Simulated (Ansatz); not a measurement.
Basis sets compared for fac-TiF3(H2O)3 (TiO3F3H6). Total charge 0; doublet. Geometry PBE-D4/def2-SVP. Ansatz on 4 threads of Arm Neoverse V2 on a shared host; times are rough, and most runs start from earlier orbitals.

```xyz
13

F     0.1651    0.6398    1.9499
F     0.1302   -2.0317    0.3185
F     2.0238    0.1384   -0.2708
O     0.1950   -0.5452   -1.9217
O     0.2245    1.9531   -0.3937
O    -1.9558   -0.5448    0.9379
Ti    0.2342   -0.2070    0.3302
H     0.1371   -1.5230   -1.9079
H     1.1712   -0.3778   -1.8798
H     1.1969    1.8229   -0.5362
H     0.1857    2.3841    0.4852
H    -1.8416   -0.1920    1.8469
H    -1.8665   -1.5167    1.0415
```

Another isomer (doublet) lies 0.06 eV lower at PBE0-D4/def2-TZVP; other spin states weren't run for this one.

Binding counts from free atoms (F doublet, O triplet, Ti triplet, H doublet) in the same basis, without a counterpoise term.

```csv
level,functions,energy (Eh),HOMO (eV),LUMO (eV),binding per atom (eV),wall time
PBE-D4/def2-SVP,145,-1377.2864,-2.95,-2.18,4.06,4 s
PBE0-D4/def2-SVP,145,-1377.3049,-5.52,-1.06,3.87,7 s
```

**Question.** Estimate the rows for PBE-D4/def2-TZVP (with forces), PBE0-D4/def2-TZVP.

**Answer.** 
| level | functions | energy (Eh) | HOMO (eV) | LUMO (eV) | binding per atom (eV) | wall time |
| --- | --- | --- | --- | --- | --- | --- |
| PBE-D4/def2-TZVP (with forces) | 267 | -1378.0544 | -3.36 | -2.58 | – | 7.5 s |
| PBE0-D4/def2-TZVP | 267 | -1378.0647 | -5.72 | -1.26 | 3.83 | 25 s |
